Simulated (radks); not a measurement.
Results of a calculation; reference values are marked as such.
Question: Species: Pb3+. Configuration: [Xe] 4f13 5d10 6s1 6p1 (not the ground configuration). Code: a radial shooting solver on a logarithmic mesh with Libxc functionals. Model: Dirac Kohn-Sham, PBE, spin-unpolarised, spherical densities, finite nucleus; open shells are shared between the two j in proportion to 2j + 1; Fermi nuclear charge, rms radius 5.5012 fm. Some entries of the table are withheld. Estimate them.

orbital      occ.  eigenvalue (eV)  <r> (bohr)
1s1/2           2        -87967.32     0.01606
2s1/2           2        -15763.89     0.06693
2p1/2           2        -15146.98     0.05488
2p3/2           4        -12957.98     0.06380
3s1/2           2        -3824.937      0.1740
3p1/2           2              (1)      0.1644
3p3/2           4              (2)      0.1807
3d3/2           4        -2593.953         (3)
3d5/2           6        -2490.050         (4)
4s1/2           2        -904.1429      0.3833
4p1/2           2        -782.6473      0.3842
4p3/2           4        -662.1698      0.4183
4d3/2           4        -463.6251         (5)
4d5/2           6        -441.0209         (6)
4f5/2     5.57143        -184.2074      0.4436
5s1/2           2        -183.2665      0.8432
4f7/2     7.42857        -179.0279      0.4495
5p1/2           2        -141.0436      0.8968
5p3/2           4        -117.5804      0.9833
5d3/2           4         -58.0326       1.201
5d5/2           6         -55.0666       1.238
6s1/2           1              (7)       2.024
6p1/2    0.333333         -30.5618       2.323
6p3/2    0.666667         -27.4723       2.539

Answer: 
(1) 3p1/2 eigenvalue (eV): -3545.011
(2) 3p3/2 eigenvalue (eV): -3056.632
(3) 3d3/2 <r> (bohr): 0.1570
(4) 3d5/2 <r> (bohr): 0.1619
(5) 4d3/2 <r> (bohr): 0.4222
(6) 4d5/2 <r> (bohr): 0.4330
(7) 6s1/2 eigenvalue (eV): -40.5217
